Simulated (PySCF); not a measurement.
**Excitation energy of Cd by level of theory**

Cd [Kr] 4d10 5s2 (1S) → Cd [Kr] 4d9 5s2 5p1 (high-spin determinant), as a difference of total energies. Computed with PySCF 2.14 in x2c-QZVPPall (13s8p7d4f2g, 118 functions), with scalar relativity by spin-free X2C-1e. Correlated levels: valence: [Kr] frozen; valence and next inner shell: [Ar] 3d10 frozen. The calculations carry no spin-orbit coupling.

| method | excitation energy (eV) |
| --- | --- |
| UHF | 10.787 |
| LDA | 12.208 |
| PBE0 | 11.825 |
| r2SCAN | 11.873 |
| M06-L | 12.191 |
| M06-2X | 11.979 |
| MP2 (valence) | 12.428 |
| SCS-MP2 (valence) | 12.275 |
| MP2 (valence and next inner shell) | 12.273 |
| SCS-MP2 (valence and next inner shell) | 12.091 |

**Question.** Estimate what PBE gives.

**Answer.** 11.959 eV, closest to M06-2X among the rows shown.

**Question.** Estimate what M06 gives.

**Answer.** 12.160 eV, closest to M06-L among the rows shown.

A first-order spin-orbit estimate (lowest level to lowest level, LS coupling) adds -0.208 eV.

The upper state lies above the first ionisation limit, where it may autoionise and the basis confines it.

The basis was made for the ground configuration and has no added diffuse functions, so the excitation energy can come out too high.

The determinant of the upper state mixes LS terms, which raises its energy above the lowest term, most at the Hartree-Fock and MP2 levels.
